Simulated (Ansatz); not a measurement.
C$_{3}$H$_{6}$Cl (SMILES C[C](C)Cl), doublet, geometry from GFN2-xTB, atoms displaced at random by about 0.02 Å a coordinate. Base run: PBE0/def2-SVP run with Ansatz (an electronic-structure program).

Ansatz was given this input:
Ansatz 0.2 input:
```yaml
crystal:
  periodic: [false, false, false]
  atoms:
    - {symbol: C, position_ang: [-1.12485967, 0.56227050, -1.10020755]}
    - {symbol: C, position_ang: [0.07566958, 0.00288614, -0.37737494]}
    - {symbol: C, position_ang: [1.43950052, 0.41711390, -0.80151495]}
    - {symbol: Cl, position_ang: [-0.18905580, -0.58956519, 1.18495217]}
    - {symbol: H, position_ang: [-1.37716650, 1.58283118, -0.79341492]}
    - {symbol: H, position_ang: [-0.92064568, 0.61355108, -2.20236104]}
    - {symbol: H, position_ang: [-1.98574250, -0.04926263, -0.94616098]}
    - {symbol: H, position_ang: [2.14677164, -0.25461519, -0.32359215]}
    - {symbol: H, position_ang: [1.66420384, 1.45699326, -0.39296408]}
    - {symbol: H, position_ang: [1.54156201, 0.44950627, -1.84567467]}
basis:
  gaussian:
    orbitals: def2-SVP
hamiltonian:
  xc: pbe0
magnetization: {spin_polarized: true, initial_magnetization: 1}
relax: {}
```

The base run was repeated with changes; each row names its change, and settings that it needs were set with it.

```json
[
 {"change": "base", "ΔE vs base (µEh)": "0.0", "optimiser steps": "6", "core-seconds (rough)": "30"},
 {"change": "relax = f_tol: 0.1", "ΔE vs base (µEh)": "17.0", "optimiser steps": "4", "core-seconds (rough)": "30"},
 {"change": "relax = max_displacement: 0.5", "ΔE vs base (µEh)": "-0.1", "optimiser steps": "7", "core-seconds (rough)": "50"},
 {"change": "relax = max_displacement: 0.02", "ΔE vs base (µEh)": "-0.1", "optimiser steps": "10", "core-seconds (rough)": "50"},
 {"change": "relax = escape_saddle: false", "ΔE vs base (µEh)": "0.0", "optimiser steps": "6", "core-seconds (rough)": "40"},
 {"change": "relax = f_tol: 0.0005", "ΔE vs base (µEh)": "-0.2", "optimiser steps": "9", "core-seconds (rough)": "50"},
 {"change": "relax = f_tol: 0.05", "ΔE vs base (µEh)": "16.8", "optimiser steps": "4", "core-seconds (rough)": "30"}
]
```
